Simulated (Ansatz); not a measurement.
Reaction: ICl (SMILES ClI) → Cl (doublet) + I (doublet) (the Cl-I bond breaks)
Each species at its own B3LYP-D3(BJ)/def2-TZVP minimum (Ansatz, a first-principles code).

Quantity: bond dissociation energy (electronic), in kcal/mol. Radicals and triplets start from unrestricted determinants; spin-orbit coupling is neglected. Correlated methods leave the cores frozen (noble-gas shells, and filled d and f shells in the p block). Past Kr the def2 sets carry scalar-relativistic core potentials. CBS(X,Y): correlation extrapolated as X^-3, Hartree-Fock from the larger set. A bracket is a step between two methods taken in the basis named. Spin-orbit terms, left out, reach several kcal/mol for Br and I, and more for heavier atoms.

CCSD(T)/CBS(def2-TZVPP,def2-QZVPP) + [CCSDT(Q) - CCSD(T)]/def2-TZVPP + [CCSDTQ - CCSDT(Q)]/def2-SVP (Ansatz) gives 56.0 kcal/mol.

Problem. What does PBE/def2-TZVPD (Ansatz) give here, and how do the other levels compare?

Solution. PBE gives 60.9 kcal/mol, 4.9 kcal/mol above it. Differences of the others: B3LYP/def2-TZVPD (Ansatz) -3.7; PBE0/def2-TZVPD (Ansatz) -0.5; wB97M-V/def2-TZVPD (Ansatz) -1.8; B2PLYP/def2-TZVPD (Ansatz) -3.9; CCSD(T)/CBS(def2-TZVPP,def2-QZVPP) (Ansatz) -0.1 kcal/mol.
